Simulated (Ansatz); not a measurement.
Cost and result for the atomization energy of `N[C@H]1N[Si@H](F)S1` (11 atoms, 11 bonds).

Cartesian coordinates in Å:
```
N 1.211 1.357 0.509
C 0.748 0.250 -0.227
N 0.030 -0.692 0.591
Si -1.403 -0.930 -0.290
F -1.573 -2.375 -0.945
S -0.626 0.571 -1.540
H 0.453 1.848 0.967
H 1.755 2.001 -0.049
H 1.582 -0.180 -0.788
H 0.510 -1.123 1.363
H -2.689 -0.727 0.408
```

The species carries charge 0 and has multiplicity 1. All single points use the PBE0-D4/def2-TZVP geometry. It is one conformer, not always the lowest. Program: Ansatz. All runs use 4 threads of an Intel Xeon Platinum 8559C on a shared host. Times are those of one run each, without the atoms' runs, and a repeat can differ threefold. Electronic energies, without spin–orbit coupling; frozen cores. CCSD(T)/CBS adds CCSD(T) − MP2 in def2-TZVPP to the MP2 limit, and its time is that of the two runs behind it. T1 = 0.012. B3LYP takes the VWN-RPA correlation (the form of Gaussian; ORCA's B3LYP/G).

CCSD(T)/CBS is a level of theory with its own doubt, some kJ/mol a heavy atom from the limit and from the frozen cores, so smaller differences don't rank the functionals.

| level | functions | wall time |
| --- | --- | --- |
| PBE-D4/def2-TZVPP (with forces) | 278 | 2 s |
| PBE0-D4/def2-TZVPP | 278 | 2.5 s |
| r2SCAN-D4/def2-TZVPP (with forces) | 278 | 3.1 s |
| B3LYP-D4/def2-TZVPP (with forces) | 278 | 3.8 s |
| B2PLYP/def2-TZVPP | 278 | 4.5 s |
| ωB97X-V/def2-TZVPP | 278 | 5.5 s |
| ωB97M-V/def2-TZVPP (with forces) | 278 | 8.5 s |
| MP2/def2-QZVPP | 518 | 22 s |
| CCSD(T)/def2-TZVPP | 278 | 2.3 min |
| CCSD(T)/CBS(def2) | – | 2.7 min |

Task: What atomization energy does each give, and how far from CCSD(T)/CBS? (An estimate is asked.)

Result: Computed: 
```
                             level  atomization (kJ/mol)  difference from CCSD(T)/CBS  per bond
   PBE-D4/def2-TZVPP (with forces)                4245.7                        117.1      10.6
                PBE0-D4/def2-TZVPP                4137.9                          9.3       0.8
r2SCAN-D4/def2-TZVPP (with forces)                4125.1                         -3.5      -0.3
 B3LYP-D4/def2-TZVPP (with forces)                4122.0                         -6.6      -0.6
                 B2PLYP/def2-TZVPP                4070.6                        -58.0      -5.3
                ωB97X-V/def2-TZVPP                4158.0                         29.4       2.7
  ωB97M-V/def2-TZVPP (with forces)                4154.7                         26.1       2.4
                    MP2/def2-QZVPP                4174.9                         46.3       4.2
                CCSD(T)/def2-TZVPP                3978.9                       -149.7     -13.6
                 CCSD(T)/CBS(def2)                4128.6                          0.0       0.0
```

From PBE to PBE0 (25 % exact exchange), in def2-TZVPP and without D4, the atomization energy moves by −103.2 kJ/mol: exact exchange takes away binding that semilocal exchange gives to molecules. The D4 term adds +47.8 kJ/mol with B3LYP and +24.8 kJ/mol with PBE0; it sums over pairs of atoms, weighted by their polarisabilities, and B3LYP, whose exchange is more repulsive, gets the larger term. In def2-TZVPP, CCSD(T) changes the Hartree–Fock value by +1197.7 kJ/mol (the triples alone add +82.0 kJ/mol) and MP2 by +1304.0 kJ/mol; breaking electron pairs costs correlation energy, which Hartree–Fock lacks.
